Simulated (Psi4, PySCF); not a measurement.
PySCF was given this input:
```python
from pyscf import gto, scf, dft

mol = gto.M(
    atom='''
C    -0.73625456    0.18031274    1.50162581
C    -0.60520756    0.18405462   -0.00498451
C    -1.56034575   -0.77288188   -0.68318510
C    -0.64173758    1.56773273   -0.61747268
C     0.96848711   -0.34934101   -0.39686554
O     1.84217162    0.55662477    0.13610481
O     1.02552288   -1.59639469   -0.19987370
H    -0.06594003    0.90706390    1.95627426
H    -1.75933852    0.43698540    1.78035443
H    -0.51929729   -0.80943847    1.89963957
H    -2.57965495   -0.40056188   -0.57585168
H    -1.49643221   -1.76237632   -0.23958998
H    -1.33473584   -0.85712739   -1.74327402
H     0.11509125    2.21377824   -0.18104230
H    -0.48193302    1.52016241   -1.69168375
H    -1.62417773    2.00495061   -0.43322171
H     2.25521264    0.20545970    0.94383816
''',
    basis='sto-3g',
    spin=2,
    verbose=4,
)

mf = dft.UKS(mol)
mf.xc = 'r2scan'
mf.grids.atom_grid = (99, 590)
mf.grids.prune = None
mf.kernel()
```

### Question
Give the equivalent Psi4 input.

### Answer
Several could match; the one computed here: 
```
memory 2 GB

molecule {
0 3
C    -0.73625456    0.18031274    1.50162581
C    -0.60520756    0.18405462   -0.00498451
C    -1.56034575   -0.77288188   -0.68318510
C    -0.64173758    1.56773273   -0.61747268
C     0.96848711   -0.34934101   -0.39686554
O     1.84217162    0.55662477    0.13610481
O     1.02552288   -1.59639469   -0.19987370
H    -0.06594003    0.90706390    1.95627426
H    -1.75933852    0.43698540    1.78035443
H    -0.51929729   -0.80943847    1.89963957
H    -2.57965495   -0.40056188   -0.57585168
H    -1.49643221   -1.76237632   -0.23958998
H    -1.33473584   -0.85712739   -1.74327402
H     0.11509125    2.21377824   -0.18104230
H    -0.48193302    1.52016241   -1.69168375
H    -1.62417773    2.00495061   -0.43322171
H     2.25521264    0.20545970    0.94383816
}

set {
  basis sto-3g
  reference uks
  scf_type pk
  puream true
  d_convergence 1e-8
  dft_radial_points 99
  dft_spherical_points 590
}

energy('r2scan')
print_variables()
```

Both were run: PySCF gave -342.263545 Eh and Psi4 -342.263549 Eh, 0.003 mEh apart.
